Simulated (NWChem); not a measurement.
Basis-set convergence for thionyl fluoride (F$_{2}$OS)

SMILES: O=S(F)F
```xyz
4

O     -1.3917    -0.3297     0.0000
S     -0.1604     0.4112     0.0000
F      0.7611    -0.2190     1.1690
F      0.7611    -0.2190    -1.1690
```
Charge 0, spin multiplicity 1.

The numbers come from NWChem runs, not from measurements. Structure: optimised with PBE0/def2-SVP, a minimum by its harmonic frequencies.

Quantity: dipole moment at the level PBE.

The Pople sets run with spherical d functions.

```json
[
 {"basis": "STO-3G", "functions": "24", "dipole moment (D)": "1.48"},
 {"basis": "3-21G", "functions": "40", "dipole moment (D)": "1.81"},
 {"basis": "cc-pVDZ", "functions": "60", "dipole moment (D)": "___"},
 {"basis": "pcseg-1", "functions": "60", "dipole moment (D)": "___"},
 {"basis": "6-31G*", "functions": "60", "dipole moment (D)": "1.55"},
 {"basis": "6-31+G*", "functions": "76", "dipole moment (D)": "___"},
 {"basis": "6-311G**", "functions": "80", "dipole moment (D)": "1.74"},
 {"basis": "cc-pVTZ", "functions": "124", "dipole moment (D)": "1.53"},
 {"basis": "def2-TZVPD", "functions": "166", "dipole moment (D)": "1.52"},
 {"basis": "def2-QZVP", "functions": "241", "dipole moment (D)": "1.54"}
]
```

Problem. Complete the blanks.

Solution. 
- cc-pVDZ, dipole moment (D): 1.57
- pcseg-1, dipole moment (D): 1.66
- 6-31+G*, dipole moment (D): 1.71
